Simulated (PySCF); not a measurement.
## Two-component Hartree-Fock for Ni¹⁵⁺ (nickel, charge +15)

Start: [Ne] 3s2 3p1; 3p1/2 filled at m_j = +1/2. Calculated with PySCF 2.14 in an even-tempered Gaussian basis (19 s from 1.3 bohr⁻², ratio 2.4; 13 p from 1.7 bohr⁻², ratio 2.4; 5 d from 6.8 bohr⁻², ratio 2.6; 4 f from 10 bohr⁻², ratio 2.6): generalised Hartree-Fock with the X2C-1e Hamiltonian and a Gaussian nucleus; one run each with spin-orbit coupling (SO) switched off, then screened by Boettger's factors.

```tsv
spinor shell	electrons	ε, spin-free (eV)	ε, screened SO (eV)	weight of nominal j (screened SO)	rms radius, screened SO (bohr)
1s1/2	2	-8919.5	-8919.1	1.000	0.0624
2s1/2	2	-1548.1	-1547.9	1.000	0.261
2p1/2	2	-1398.7	-1412.2	1.000	0.232
2p3/2	4	-1398.7	-1391.9	1.000	0.235
3s1/2	2	-532.64	-532.53	0.999	0.669
3p1/2	1	-495.72	-498.09	0.999	0.662
```

```csv
quantity,spin-free,screened SO
E (hartree),-1411.16746,-1411.28576
M_J,1/2,1/2
⟨J²⟩,1.081,0.756
⟨L²⟩,2.010,2.009
⟨S²⟩,0.753,0.753
```

Each row is a mean over spinors that exchange with the open shell spreads, by up to 5.098 eV (2p1/2).

Without spin-orbit coupling the j labels of p, d and f shells carry no meaning; the spin-free column gives the mean over the occupied spinors of each nl shell, and its ⟨J²⟩ belongs to a mixture of degenerate components.
